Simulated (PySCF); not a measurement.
## Property card for `[F][GeH2][SiH2][SiH3]`

Species: FGeH7Si2.
Atom-mapped SMILES: `[F:1][GeH2:2][SiH2:3][SiH3:4]` (hydrogens: H5, H6 on Ge2; H7, H8 on Si3; H9, H10, H11 on Si4)

From PBE0-D3(BJ)/def2-SVP geometry optimisation, gas phase (PySCF):

```yaml
Rotational_constants_A_B_C: 4.207, 1.409, 1.098 GHz
```

B3LYP/def2-SVPD ground state, ΔSCF and vertical TDDFT (core frozen in the response) (PySCF):

```yaml
Dipole_moment: 2.16 D
HOMO_energy: -7.90 eV
LUMO_energy: -1.15 eV
HOMO–LUMO_gap: 6.75 eV
Lowest_singlet_excitation: 5.90 eV (210 nm, f = 0.084)
Strongest_line_among_the_10_lowest_singlet_transitions: S9 at 7.46 eV (166 nm, f = 0.276)
Lowest_triplet_excitation_Tamm–Dancoff: 5.25 eV
Static_isotropic_polarisability: 94.3 au
Vertical_ionisation_energy: 9.92 eV
Electronic_spatial_extent_⟨r²⟩_about_the_centre_of_nuclear_charge: 1028 bohr²
```

PBE/pcSseg-2 ground state and GIAO shieldings, non-relativistic (PySCF):

```yaml
1H_chemical_shifts_computed_TMS_as_zero_by_class: 6.16 (H5/H6), 3.88 (H7/H8), 3.83 (H9/H10/H11) ppm
Isotropic_shieldings_of_nuclei_other_than_C_and_H_by_class: 428 (F1), 432 (Si3), 439 (Si4), 1256 (Ge2) ppm
```

From delta-SCF UKS SCAN, pcX-2 on the ionised atom, pcseg-1 elsewhere, spin-free X2C; 2p3/2 from a spin–orbit splitting computed afterwards within the 2p shell (PySCF):

```yaml
Core_binding_energies: Si2p3/2 106.6 (Si3), Si2p3/2 106.6 (Si4), F1s 690.9 (F1), Si1s 1846.2 (Si3), Si1s 1846.3 (Si4) eV
```

Monoisotopic mass from the formula: 155.9282 u.

The ΔSCF ionisation energy exceeds −ε(HOMO) by 2.02 eV with B3LYP. S1 lies 0.85 eV below the HOMO–LUMO gap; its leading configuration is HOMO→LUMO, weight 0.93. In wavenumbers S1 is 47600 cm⁻¹ (1 eV = 8065.54 cm⁻¹). In atomic units the dipole is 0.85 e·bohr (1 au = 2.5417 D).

 Relativistic effects, spin–orbit coupling among them, are left out (core-ionisation runs apart) although an element past zinc is present. Atoms bound to Ge lack the heavy atom's spin–orbit term in their shielding, so their NMR values are less reliable.

The values belong to the conformer `[F:1][GeH2:2][SiH2:3][SiH3:4]`: F1–Ge2–Si3–Si4 3°.
